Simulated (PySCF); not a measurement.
# How methods differ on the ionisation energy of Xe³⁸⁺

Xe³⁸⁺ [Ne] 3s2 3p4 [3p1/2^2 3p3/2^2, M_J = 2] → Xe³⁹⁺ [Ne] 3s2 3p3 [3p1/2^2 3p3/2^1, M_J = 3/2], as a difference of total energies. Calculation: PySCF 2.14, in an uncontracted even-tempered set (19 s from 7.7 bohr⁻², ratio 2.4; 14 p from 10 bohr⁻², ratio 2.4; 4 d from 38 bohr⁻², ratio 2.6; 4 f from 57 bohr⁻², ratio 2.6); the two-component X2C-1e Hamiltonian. Correlated levels: 1s2 frozen; the 56 highest virtual spinors dropped. "Screened" scales the spin-orbit matrix elements by Boettger's factors to mimic the two-electron term; Breit and QED terms are absent.

| method | ionisation energy (eV) |
| --- | --- |
| GHF (spin-free) | 2740.0 |
| GMP2 (spin-free) | 2741.2 |
| GHF (screened spin-orbit) | 2728.2 |
| GMP2 (screened spin-orbit) | 2728.4 |

Breit and QED terms and the two-electron picture change are absent.

The spin-free rows relax to the high-spin LS determinant and lack the spin-orbit shift.

The labels give the starting determinants; with spin-orbit coupling the two ends relaxed to ⟨J²⟩ = 6.00, ⟨L²⟩ = 3.12, ⟨S²⟩ = 1.45 and ⟨J²⟩ = 3.75, ⟨L²⟩ = 2.30, ⟨S²⟩ = 1.63.

For comparison: 2726 ± 4 eV (theoretical estimate listed by NIST; NIST Atomic Spectra Database, ionization energies).
